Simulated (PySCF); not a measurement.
The multiplicity is imposed and other spin states were not computed.

Species: [Ag(CO)(CH3)] (charge 0, multiplicity 1).

Problem. What HOMO–LUMO gap, LUMO, HOMO, mean C–O bond length of the carbonyls and charge on the central atom (Mulliken) does TPSSh-D3(BJ)/def2-TZVP // r2SCAN-D4/def2-SVP in PySCF give?

Solution. 
- HOMO–LUMO gap: 3.17 eV
- LUMO: -2.62 eV
- HOMO: -5.79 eV
- mean C–O bond length of the carbonyls: 113.5 pm
- charge on the central atom (Mulliken): 0.13 e
